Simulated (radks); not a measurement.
Spherical quantum dot in the effective-mass picture: electrons in a hard-walled sphere of radius 2.22, with a point charge +1 (a donor) at the centre, all in effective atomic units (hartree* = m*/eps^2 hartree, bohr* = eps/m* bohr), one dielectric constant everywhere. Method: non-relativistic Kohn-Sham, LDA (Slater exchange, Perdew-Wang correlation), spin-polarised, spherical densities; computed with a radial shooting solver with Libxc functionals. Levels are named by radial order and angular momentum (1s, 1p, 1d, 2s, ...), and open shells are averaged over m.

N = 26, configuration 1s2 1p6 1d10 2s2 1f(up 6, down 0). This is the lowest configuration that the search found. Occupied and some empty levels:

level,occupation,eigenvalue (hartree*),<r> (bohr*)
1s up,1,15.727,1.389
1s down,1,15.833,1.377
1p up,3,16.369,1.500
1p down,3,16.489,1.495
1d up,5,17.363,1.566
1d down,5,17.490,1.564
2s up,1,18.627,0.9491
2s down,1,18.673,0.9542
1f up,6,18.683,1.618
1f down,0,18.813,1.617
1g up,0,20.302,1.659
1g down,0,20.435,1.659
2p up,0,20.803,1.149
2p down,0,20.865,1.149
2d up,0,23.024,1.262
2d down,0,23.098,1.261

Energy (hartree*): total 256.268, kinetic 91.743, external -19.641, Hartree 203.65, exchange-correlation -19.486.
